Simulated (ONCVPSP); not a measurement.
**An all-electron radial function and its pseudo partner (oxygen (O))**

Columns: radius, all-electron u(r) and pseudo u(r) of the 2s shell (level -58.13 eV) of oxygen in the configuration [He] 2s2 2p2; PBEsol, scalar-relativistic, ONCV scheme, ONCVPSP 4.0.1.

```json
{"r (bohr)": "0.070", "all-electron": "-0.4302", "pseudo": "0.0659"}
{"r (bohr)": "0.140", "all-electron": "-0.4261", "pseudo": "0.1409"}
{"r (bohr)": "0.210", "all-electron": "-0.2352", "pseudo": "0.2299"}
{"r (bohr)": "0.280", "all-electron": "0.0182", "pseudo": "0.3331"}
{"r (bohr)": "0.350", "all-electron": "0.2715", "pseudo": "0.4482"}
{"r (bohr)": "0.420", "all-electron": "0.4953", "pseudo": "0.5725"}
{"r (bohr)": "0.490", "all-electron": "0.6786", "pseudo": "0.7005"}
{"r (bohr)": "0.560", "all-electron": "0.8193", "pseudo": "0.8209"}
{"r (bohr)": "0.630", "all-electron": "0.9192", "pseudo": "0.9186"}
{"r (bohr)": "0.700", "all-electron": "0.9832", "pseudo": "0.9832"}
{"r (bohr)": "0.770", "all-electron": "1.0169", "pseudo": "1.0168"}
{"r (bohr)": "0.840", "all-electron": "1.0256", "pseudo": "1.0255"}
{"r (bohr)": "0.910", "all-electron": "1.0147", "pseudo": "1.0147"}
{"r (bohr)": "0.980", "all-electron": "0.9887", "pseudo": "0.9887"}
{"r (bohr)": "1.050", "all-electron": "0.9516", "pseudo": "0.9516"}
{"r (bohr)": "1.120", "all-electron": "0.9066", "pseudo": "0.9065"}
{"r (bohr)": "1.190", "all-electron": "0.8564", "pseudo": "0.8563"}
{"r (bohr)": "1.260", "all-electron": "0.8031", "pseudo": "0.8031"}
{"r (bohr)": "1.330", "all-electron": "0.7485", "pseudo": "0.7485"}
{"r (bohr)": "1.400", "all-electron": "0.6938", "pseudo": "0.6938"}
{"r (bohr)": "1.470", "all-electron": "0.6402", "pseudo": "0.6402"}
{"r (bohr)": "1.540", "all-electron": "0.5882", "pseudo": "0.5882"}
{"r (bohr)": "1.610", "all-electron": "0.5385", "pseudo": "0.5385"}
{"r (bohr)": "1.680", "all-electron": "0.4914", "pseudo": "0.4914"}
{"r (bohr)": "1.750", "all-electron": "0.4472", "pseudo": "0.4472"}
{"r (bohr)": "1.820", "all-electron": "0.4059", "pseudo": "0.4059"}
```

Task: How many radial nodes do the two functions have?

Result: The all-electron 2s function has n − l − 1 = 1; the pseudo-wave has 0, since the states of the same l below it are removed with the core.

Task: At about which radius was the pseudo-wave matched?

Result: 0.70 bohr, where the columns begin to agree (steps of 0.07 bohr).

Task: Is the pseudo-wave norm-conserving?

Result: Yes: the ONCV scheme keeps the norm inside the radius equal to the all-electron one, which fixes the energy derivative of the logarithmic derivative at the level.
